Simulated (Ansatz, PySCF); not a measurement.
System: C3H4Cl, charge -1, multiplicity 1. It need not be the lowest isomer of its formula. Whether it binds its extra electron was not tested at this geometry. 
Coordinates optimised at B3LYP-D3(BJ)/def2-TZVP (Ansatz, a first-principles code):
```xyz
8

C     -2.4126    -0.0189    -0.0573
C     -0.9380     0.3008    -0.0468
C     -0.0523    -0.7009     0.0544
Cl     1.7355     0.0871     0.0354
H     -2.9076     0.3175    -0.9801
H     -2.9504     0.4569     0.7758
H     -2.5540    -1.0998     0.0251
H     -0.6750     1.3583    -0.1243
```
Charge -1, spin multiplicity 1.

Total electronic energies in hartree. Valence correlation only, unless marked. No spin-orbit coupling. No relativistic terms. Basis-set limits of correlation are two-point, X^-3; Hartree-Fock from the larger set. The bracket is a focal-point correction in the basis named.

```
level                                                                             program  energy (Eh)
-------------------------------------------------------------------------  --------------  -----------
HF/6-31G                                                                           Ansatz   -575.27367
HF/cc-pwCVTZ                                                                       Ansatz   -575.42028
HF-D3(BJ)/def2-TZVPD                                                        PySCF + dftd3   -575.46306
PBE/def2-TZVPD                                                                     Ansatz   -576.59470
PBE-D4/def2-TZVPD                                                          Ansatz + dftd4   -576.60075
B3LYP-D3(BJ)/def2-TZVPD                                                    Ansatz + dftd3   -576.97299
PBE0/STO-3G                                                                        Ansatz   (withheld)
PBE0-D3(BJ)/def2-TZVP                                                      Ansatz + dftd3   -576.63928
BHLYP-D3(BJ)/def2-TZVPD                                                    Ansatz + dftd3   -576.86579
TPSSh-D3(BJ)/def2-TZVPD                                                     PySCF + dftd3   (withheld)
CAM-B3LYP/def2-TZVPD                                                               Ansatz   -576.88486
B2PLYP-D4/def2-TZVPD                                                       Ansatz + dftd4   -576.70168
PBE-QIDH/def2-TZVPD                                                                Ansatz   (withheld)
RPA@PBE/cc-pV(T+d)Z                                                                Ansatz   -576.52724
MP2/aug-cc-pV(T+d)Z                                                                Ansatz   -576.13617
MP2/cc-pVTZ                                                                        Ansatz   -576.11160
MP2/cc-pV(Q+d)Z                                                                    Ansatz   -576.17950
RI-MP2/aug-cc-pV(T+d)Z                                                             Ansatz   -576.13588
SCS-MP2/STO-3G                                                                     Ansatz   -569.08614
SCS-MP2/6-31G*                                                                     Ansatz   -575.83428
CCSD/STO-3G                                                                        Ansatz   -569.11873
CCSD(T)/cc-pwCVTZ                                                                  Ansatz   -576.19844
RI-MP2/CBS(aug-cc-pV(T+d)Z,aug-cc-pV(Q+d)Z)+[CCSD(T)-MP2]/aug-cc-pV(T+d)Z          Ansatz    -576.2970
```

Fill in the missing entries.


- PBE0/STO-3G, energy (Eh): -570.05600
- TPSSh-D3(BJ)/def2-TZVPD, energy (Eh): -576.97172
- PBE-QIDH/def2-TZVPD, energy (Eh): -576.53089
